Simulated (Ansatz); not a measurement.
Reaction (formal exchange of groups at the Si–C bond): `C=C[SiH](F)S[SiH2]Cl` + `FCF` → `F[SiH](F)S[SiH2]Cl` + `C=CCF`

Program: Ansatz. Geometries: PBE0-D4/def2-TZVP. ΔE: electronic, gas phase. CBS: MP2 limit from def2 TZ/QZ plus the TZ coupled-cluster correction, frozen cores. This one scheme is used for every species. DFT in def2-TZVPP. B3LYP here is the variant with VWN-RPA as its local correlation; programs differ in this. Each species was taken in one conformer, which may not be the lowest.

```
             level  ΔE (kJ/mol)
         r2SCAN-D4       -159.9
               PBE       -153.8
              PBE0       -157.9
             B3LYP       -165.5
     HF/def2-TZVPP       -169.9
SCS-MP2/def2-TZVPP       -163.2
     HF/def2-QZVPP       -172.7
    MP2/def2-QZVPP       -166.9
```

**Question.** What does CCSD(T)/CBS give? (Estimate.)

**Answer.** Computed: -164.5 kJ/mol. The listed levels differ from it by 4.6, 10.7, 6.6, -1.0, -5.4, 1.3, -8.2, -2.4 kJ/mol.

Largest T1 diagnostic among the species: 0.011.

In def2-TZVPP, CCSD(T) changes the Hartree–Fock value by +10.1 kJ/mol (the triples alone add +3.6 kJ/mol) and MP2 by +6.7 kJ/mol. From PBE to PBE0 (25 % exact exchange), in def2-TZVPP and without D4, ΔE moves by −4.1 kJ/mol.
